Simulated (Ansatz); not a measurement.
The first iterations of a band of CH₂BF₂ (6 atoms, charge 1, multiplicity 1).

Method: Ansatz 0.2.0, RKS PBE0/cc-pVDZ.

```
movable images  : 5
climbing image  : yes
spring          : 5.0 eV/Å²
optimiser       : fire
start path      : through a guess of the saddle point
force threshold : 0.03 eV/Å
iteration limit : 60
end points      : relaxed
```

First end point:

```xyz
6
Properties=species:S:1:pos:R:3
C -0.304 0.714 -0.147
B 0.310 -0.730 0.151
F 0.194 -1.156 1.372
F 0.864 -1.331 -0.859
H 0.286 1.644 -0.043
H -1.351 0.858 -0.473
```

Last end point:

```xyz
6
Properties=species:S:1:pos:R:3
C -0.304 0.714 -0.147
B 0.311 -0.730 0.150
F 0.196 -1.155 1.372
F 0.862 -1.332 -0.859
H -1.352 0.859 -0.471
H 0.287 1.644 -0.045
```

| iteration | highest image above the first end (eV) | largest band force component (eV/Å) |
| --- | --- | --- |
| 1 | 22.351 | 94.126 |
| 2 | 7.977 | 11.165 |
| 3 | 7.598 | 13.434 |
| 4 | 6.676 | 7.018 |
| 5 | 6.287 | 2.319 |
| 6 | 6.260 | 2.259 |
| 7 | 6.231 | 2.139 |
| 8 | 6.213 | 2.314 |
| 9 | 6.167 | 3.344 |
| 10 | 5.992 | 4.657 |
| 11 | 5.544 | 5.652 |
| 12 | 4.682 | 5.483 |
| 13 | 3.489 | 4.491 |
| 14 | 2.094 | 3.375 |
| 15 | 1.432 | 3.154 |
| 16 | 1.053 | 2.685 |
| 17 | 1.009 | 2.643 |
| 18 | 0.927 | 2.556 |
| 19 | 0.815 | 2.417 |

Problem. Does the band converge within its limit, and where does its top end?

Solution. The forces met the threshold. It ended after 59 iterations with the highest image 0.262 eV above the first end. Another band between the same ends (5 images) ends at a top of the same energy, where a vibrational analysis finds 1 clearly imaginary mode. Limits of this set-up: the dipole of an ion depends on the origin.

The run took 6 min on 1 thread of Arm Neoverse V2, on a shared host, peak memory 0.11 GiB.
